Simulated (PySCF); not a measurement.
BH₂, SMILES [BH2] (connectivity only; charge and spin as stated), charge +1, multiplicity 1.

Coordinates come from a B3LYP-D3(BJ)/def2-TZVPD optimisation. The spin state was assumed, not searched. The isomer is the one that the SMILES or the coordinates give; other isomers of the formula were not compared.

Calculation: B3LYP-D3(BJ)/def2-TZVPD in PySCF.

Frequencies are harmonic and unscaled.

Modes within 1.5 cm⁻¹ of each other (mostly degenerate sets) share a row, with their intensities summed.

```json
[
 {"mode": "1–2", "ν (cm⁻¹)": "1003", "IR (km/mol)": "69.6", "Raman (Å⁴/amu)": "0.0", "depolarisation": "–", "moving atoms (share of kinetic energy)": "H 84 %, B 16 %"},
 {"mode": "3", "ν (cm⁻¹)": "2670", "IR (km/mol)": "0.0", "Raman (Å⁴/amu)": "120.2", "depolarisation": "0.09", "moving atoms (share of kinetic energy)": "H 100 %"},
 {"mode": "4", "ν (cm⁻¹)": "2960", "IR (km/mol)": "39.8", "Raman (Å⁴/amu)": "0.0", "depolarisation": "–", "moving atoms (share of kinetic energy)": "H 84 %, B 16 %"}
]
```
